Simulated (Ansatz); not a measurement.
Stretching the As1–As2 bond in As2 (multiplicity 1 held). Energies count from the point at 2.104 Å.


Signs of static correlation in cc-pVTZ, with CASSCF(10,8), from Ansatz (a first-principles code) runs.

```
R (Å)  T1 of restricted CCSD  ⟨S²⟩ of UHF  largest double amplitude of restricted CCSD  weight of the CASSCF reference in MRCISD               CASSCF natural occupations
-----  ---------------------  -----------  -------------------------------------------  ----------------------------------------  ---------------------------------------
1.683                  0.011        0.000                                        0.076                                     0.919  2.00 1.99 1.99 1.96 1.96 0.05 0.05 0.02
1.894                  0.014        0.111                                        0.101                                     0.916  1.99 1.99 1.98 1.93 1.93 0.07 0.07 0.02
2.104                  0.018        0.991                                        0.131                                     0.914  1.99 1.99 1.97 1.90 1.90 0.11 0.11 0.03
2.315                  0.022        1.487                                        0.166                                     0.912  1.99 1.99 1.95 1.84 1.84 0.16 0.16 0.05
2.525                  0.026        1.794                                        0.207                                     0.910  1.99 1.99 1.93 1.75 1.75 0.25 0.25 0.08
2.841                  0.033        2.331                                            …                                     0.909  2.00 1.99 1.85 1.53 1.53 0.48 0.48 0.16
3.156                  0.038        2.700                                        0.366                                     0.909  2.00 2.00 1.69 1.29 1.29 0.71 0.71 0.31
3.682                  0.047        2.920                                            …                                     0.910  2.00 2.00 1.39 1.10 1.10 0.90 0.90 0.61
4.208                  0.054        2.979                                        0.701                                     0.911  2.00 2.00 1.21 1.04 1.04 0.96 0.96 0.79
4.840                  0.058        2.997                                        0.773                                     0.911  2.00 2.00 1.09 1.02 1.02 0.98 0.98 0.91
5.681                  0.056        3.001                                        0.802                                     0.911  2.00 2.00 1.03 1.00 1.00 1.00 1.00 0.97
6.733                  0.053        3.002                                        0.812                                     0.911  2.00 2.00 1.01 1.00 1.00 1.00 1.00 0.99
8.417                  0.051        3.002                                        0.815                                     0.911  2.00 2.00 1.00 1.00 1.00 1.00 1.00 1.00
```

### Question
Complete the blanks.

### Answer

- 2.841, largest double amplitude of restricted CCSD: 0.278
- 3.682, largest double amplitude of restricted CCSD: 0.550

Doubts at one or more of the structures used: a restricted determinant that unrestricted orbitals would lower (R-CCSD(T)/cc-pVTZ); other coupled-cluster roots lie near (R-CCSD(T)/cc-pVTZ); T1 above 0.05 (R-CCSD(T)/cc-pVTZ, U-CCSD(T)/cc-pVTZ); a spin-contaminated determinant (U-CCSD(T)/cc-pVTZ); the program's own flag: large difference (U-CCSD(T)/cc-pVTZ).
